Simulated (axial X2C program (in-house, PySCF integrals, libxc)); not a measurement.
GaBr: properties at the nuclei

Computed with an axial X2C code built on PySCF integrals: two-component X2C with atomic mean-field Coulomb and Gaunt terms, Gaussian nuclei, basis Br dyall-cv3z, Ga dyall-cv3z with contracted cores.

R = 2.373 Å (near the PBE0 minimum at charge 0 of the determinant lowest at the starting distance; the state shown can have its own minimum elsewhere).

Determinant lowest in the PBE0 search, Ω = 0 (closed shell), highest spinor 40% Br p, 32% Ga s, 23% Ga p:

```json
{"level": "PBE0", "qzz Br (a.u.)": "1.59", "qzz Ga (a.u.)": "-2.23", "μ (D)": "2.60"}
{"level": "HF", "qzz Br (a.u.)": "1.61", "qzz Ga (a.u.)": "-2.30", "μ (D)": "2.74"}
{"level": "TPSSh", "qzz Br (a.u.)": "1.57", "qzz Ga (a.u.)": "-2.22", "μ (D)": "2.52"}
{"level": "PBE", "qzz Br (a.u.)": "1.47", "qzz Ga (a.u.)": "-2.17", "μ (D)": "2.42"}
{"level": "BHandHLYP", "qzz Br (a.u.)": "1.57", "qzz Ga (a.u.)": "-2.26", "μ (D)": "2.79"}
```

qzz is the electric field gradient, eQq0 = 234.96 MHz × Q/barn × qzz; μ is positive if the Ga end (last atom) is positive. The operators were transformed with the bare-nucleus X2C matrices; with these basis sets, hyperfine constants and field gradients can be off by tens of per cent, and where levels differ in sign neither size nor sign is settled.

(1) With Q(79Br) = 0.3087 barn, Q(69Ga) = 0.171 barn (Q from Pyykkö, Mol. Phys. 2018), turn the PBE0 values of the first state into constants in MHz.

Each state is one determinant with collinear spin. The search compared states at one distance, so a state with another bond length can lie lower.

Answers

(1) eQq0(79Br) = 234.96 × (0.3087) × (1.59) = 115 MHz; eQq0(69Ga) = 234.96 × (0.171) × (-2.23) = -89.6 MHz.
